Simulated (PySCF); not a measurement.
## Working out the excitation energy of P

P [Ne] 3s2 3p3 (4S) → P [Ne] 3s2 3p2 4s1 (4P). Calculation: PySCF 2.14, in aug-cc-pV(T+d)Z (6s5p4d2f, 55 functions); no relativity, point nucleus. Frozen: [Ne]. Energies in hartree (1 hartree = 27.21139 eV):

```json
{"part": "UHF", "P (lower)": "-340.716492", "P (upper)": "-340.461063"}
{"part": "CCSD correlation", "P (lower)": "-0.102209", "P (upper)": "-0.094247"}
{"part": "(T)", "P (lower)": "-0.004078", "P (upper)": "-0.003547"}
```

Problem. What does Hartree-Fock give?

Solution. (-340.461063) − (-340.716492) = 0.255429 hartree = 6.951 eV.

Problem. What do CCSD and CCSD(T) give?

Solution. The CCSD correlation energies differ by 0.007962 hartree = 0.217 eV and the triples by 0.000531 hartree = 0.014 eV, so CCSD gives 7.168 eV and CCSD(T) 7.182 eV.

Measured between the centres of the two terms (NIST): 6.967 eV, so CCSD(T) (valence) is off by 0.215 eV.

What remains against the reference includes basis incompleteness, the frozen core and higher excitations.
